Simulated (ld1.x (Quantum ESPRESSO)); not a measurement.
## Scattering properties, PAW potential for Cd

Cd, PAW, made with ld1.x (Quantum ESPRESSO) 7.5 (BLYP, scalar-relativistic). Core [Kr], reference 4d10 5s2 5p0. Waves: 5s (bound): rcut 1.85, rcutus 2.30 bohr; 5s channel at 0.05 Ry: rcut 1.85, rcutus 2.30 bohr; 5p (bound, empty): rcut 2.90, rcutus 3.20 bohr; 5p channel at 0.65 Ry: rcut 2.90, rcutus 3.20 bohr; 4d (bound): rcut 1.45, rcutus 1.65 bohr; 4d channel at 1.65 Ry: rcut 1.45, rcutus 1.65 bohr. Local part: all-electron potential smoothed inside 1.45 bohr (lloc = -2). Core correction: a·sin(br)/r model core, default radius (ld1.x builds one for every PAW set, though the input has nlcc=.false.). Augmentation charge: PSQ, inside the norm-conserving radii.

The phase is arctan(r·u′/u) with u = r·R(r), unwrapped; energies in Ry, scanned from -3 to 5 Ry. A pole is an energy at which the radial function vanishes at the test radius. The pseudo phase is shifted by a multiple of π to meet the all-electron one at the reference energy, and phase errors are pseudo minus all-electron; the curves can meet again beyond the range given. Levels narrower than the energy grid can be missing from the lists of poles.

Task: For each channel, where are the poles, and over which energies does the pseudopotential scatter like the atom?

Result:

| channel | radius (bohr) | reference energy (Ry) | poles, all-electron | poles, pseudo | unbroken range about the reference energy with phases within 0.05 rad | phase error 1 Ry above the reference energy (rad) |
| --- | --- | --- | --- | --- | --- | --- |
| s | 3.48 | -0.42 | 0.11, 4.37 | 0.11, 4.30 | the whole range | +0.001 |
| p | 3.48 | -0.09 | 0.90 | 0.89, 3.23 | below 2.1 | -0.001 |
| d | 3.48 | -0.85 | -0.82, 2.35 | -0.82, 2.35 | not even at the reference energy | +0.001 |

Phases in the p channel:

```
E (Ry)  all-electron  pseudo
 -3.00         1.397   1.396
 -2.52         1.379   1.378
 -2.04         1.353   1.353
 -1.56         1.315   1.314
 -1.08         1.245   1.244
 -0.60         1.072   1.068
 -0.12         0.096   0.081
  0.36        -1.312  -1.313
  0.84        -1.555  -1.556
  1.32        -1.667  -1.670
  1.80        -1.776  -1.792
  2.28        -1.982  -2.120
  2.76        -2.894  -4.199
  3.24        -4.236  -4.717
  3.72        -4.506  -5.293
  4.20        -4.605  -7.457
  4.68        -4.660  -7.694
```
